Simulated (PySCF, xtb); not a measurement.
CH6ClFSi3, SMILES F[Si@]1(Cl)C[SiH2][SiH2]1.

GFN2-xTB run with xtb at its own geometry gives an orbital gap of 3.64 eV and a dipole moment of 2.46 D.

The structure is a stationary point at PBE-D3(BJ)/def2-SVP. The structure was generated by enumeration; whether it is a known compound was not checked.

Question: What does PySCF with ωB97X/def2-TZVP give? (An estimate is asked for; the answer gives what the named calculation found.)

Answer: gap 10.63 eV (levels -9.78 and 0.85 eV), dipole 2.21 D.
